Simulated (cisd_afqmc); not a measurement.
Input (AFQMC/CISD/cc-pV(D+d)Z; cisd_afqmc is a phaseless AFQMC code with CISD trial states that reads the integrals written by Ansatz): A basis named .json is the Basis Set Exchange file of that set.

Ansatz 0.2 input:
```python
import cisd_afqmc

open("ham.yaml", "w").write("""\
crystal:
  periodic: [false, false, false]
  atoms:
    - {symbol: Si, position_ang: [-0.44102218, -0.33409693, 0.52142493]}
    - {symbol: H, position_ang: [-1.43682938, -0.69564103, -0.57990190]}
    - {symbol: C, position_ang: [0.76901452, 0.53908351, -0.65697496]}
    - {symbol: H, position_ang: [1.65047694, 0.94108235, -0.15758656]}
    - {symbol: H, position_ang: [0.25472975, 1.35459851, -1.17999424]}
    - {symbol: H, position_ang: [1.09184604, -0.15718387, -1.44061662]}
basis:
  gaussian:
    orbitals: cc-pV_D+d_Z.json
magnetization: {spin_polarized: false}
correlation: {method: ccsd, electrons: outside_noble_gas, hamiltonian_folder: ham}
""")
rep = cisd_afqmc.ansatz("ham.yaml")
e_ccsd = rep["correlation"]["coupled_cluster"]["energy"]["hartree"]
out = cisd_afqmc.run("ham", e_ccsd, trial="CISD", walkers=100, populations=8, threads=8, dt=0.005, steps=40, early=24, settle=10, least=32,
    cut=5e-5, rank_cut=2e-4, target=0.0004, seconds=1500, seed=1, memory=17280, gpu=False)
```

Output:

```
orbitals 51, occupied [6], factors 296 of 562, rank of the doubles 121 of 270
E(HF) = -329.070243
E(CCSD) on the cut factors = -329.342928, shift to the whole factors -0.000017
Energy of the trial state on the determinant = -329.342901
  tau behind 7.2 of longer steps, mean of the populations' last blocks
   2.0  -329.35124
   4.0  -329.35094
   6.0  -329.34977
   8.0  -329.35140
blocks 347 (0 outliers left out), error by blocks joined: 1: 0.00017, 2: 0.00021, 4: 0.00027, 8: 0.00031, 16: 0.00032
E(AFQMC/CISD) = -329.35095 +/- 0.00032
```

A triplet may lie lower; no result for it is given here.
